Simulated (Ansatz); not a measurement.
Program: Ansatz. Geometries: PBE0-D4/def2-TZVP. ΔE: electronic, gas phase. CBS: MP2 limit from def2 TZ/QZ plus the TZ coupled-cluster correction, frozen cores. This one scheme is used for every species. DFT in def2-TZVPP. B3LYP here is the variant with VWN-RPA as its local correlation; programs differ in this. One conformer a species, not always the lowest.

Consider the substitution at a C–C bond: `BCC[SiH3]` + `N[SiH3]` → `BCN[SiH3]` + `C[SiH3]`.

`BCC[SiH3]`:

Cartesian coordinates in Å:
```
B -1.330 -1.285 -1.035
C -0.752 0.120 -0.760
C 0.265 -0.339 0.331
Si 1.247 1.121 0.987
H -2.227 -1.712 -0.364
H -0.797 -2.014 -1.824
H -1.445 0.845 -0.329
H -0.213 0.585 -1.587
H -0.246 -0.816 1.175
H 0.971 -1.076 -0.068
H 0.318 2.119 1.580
H 1.988 1.763 -0.132
H 2.222 0.690 2.027
```

`N[SiH3]`:

Cartesian coordinates in Å:
```
N -0.646 0.838 0.137
Si 0.354 -0.524 -0.187
H -0.233 1.755 0.199
H -1.415 0.749 0.781
H 1.210 -0.195 -1.356
H 1.261 -0.947 0.923
H -0.531 -1.676 -0.497
```

`BCN[SiH3]`:

Cartesian coordinates in Å:
```
B 0.750 -1.395 1.527
C -0.042 -0.268 0.828
N 0.275 0.036 -0.546
Si -0.540 1.205 -1.497
H 0.541 -1.611 2.685
H 1.541 -2.074 0.933
H 0.022 0.631 1.464
H -1.100 -0.585 0.963
H 0.883 -0.630 -0.991
H 0.125 1.232 -2.826
H -1.993 0.913 -1.685
H -0.462 2.547 -0.855
```

`C[SiH3]`:

Cartesian coordinates in Å:
```
C 0.831 0.511 -0.152
Si -0.744 -0.457 0.136
H 1.663 -0.160 -0.377
H 1.095 1.094 0.734
H 0.714 1.201 -0.990
H -1.100 -1.252 -1.071
H -1.876 0.459 0.440
H -0.583 -1.395 1.280
```

```csv
level,ΔE (kcal/mol),difference from CCSD(T)/CBS
PBE-D4,4.8,-1.6
r2SCAN-D4,5.3,-1.1
B3LYP-D4,4.0,-2.4
ωB97M-V,5.0,-1.4
B2PLYP,4.9,-1.5
PBE,4.5,-1.9
PBE0,4.8,-1.6
B3LYP,3.6,-2.8
HF/def2-TZVPP,3.2,-3.2
MP2/def2-TZVPP,7.3,0.9
SCS-MP2/def2-TZVPP,6.3,-0.1
CCSD(T)/def2-TZVPP,6.2,-0.2
MP2/def2-QZVPP,7.3,0.9
HF/CBS(def2),3.1,-3.3
MP2/CBS(def2),7.4,1.0
CCSD/CBS(def2),5.9,-0.5
CCSD(T)/CBS,6.4,0
```

Largest T1 diagnostic among the species: 0.011.

In def2-TZVPP, CCSD(T) changes the Hartree–Fock value by +3.1 kcal/mol (the triples alone add +0.5 kcal/mol) and MP2 by +4.1 kcal/mol.
